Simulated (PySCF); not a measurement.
**Radial density of P²⁺ (phosphorus, charge +2)**

UHF, [Ne] 3s2 3p1, 2P determinant. All numbers are calculated (PySCF 2.14, scalar relativity by spin-free X2C-1e, in jorge-DZP-DKH (7s4p1d, 24 functions)).

| r (bohr) | 4πr²ρ (e/bohr) | 4πr²(ρα − ρβ) |
| --- | --- | --- |
| 0.00162 | 0.08150 | 0.0000 |
| 0.00273 | 0.2182 | 0.0000 |
| 0.00459 | 0.5586 | 0.0000 |
| 0.00772 | 1.394 | 0.0000 |
| 0.0130 | 3.288 | 0.0001 |
| 0.0218 | 7.021 | 0.0003 |
| 0.0367 | 12.59 | 0.0014 |
| 0.0618 | 16.94 | 0.0068 |
| 0.104 | 14.88 | 0.0287 |
| 0.175 | 10.73 | 0.0848 |
| 0.294 | 14.71 | 0.1294 |
| 0.495 | 13.60 | 0.0352 |
| 0.832 | 3.972 | 0.0687 |
| 1.40 | 1.999 | 0.5276 |
| 2.35 | 1.052 | 0.3946 |
| 3.96 | 0.05863 | 0.0340 |
| 6.66 | 0.0003011 | 0.0003 |

Densities and radii are taken from the X2C orbitals without a picture-change correction, which distorts them close to the nucleus.
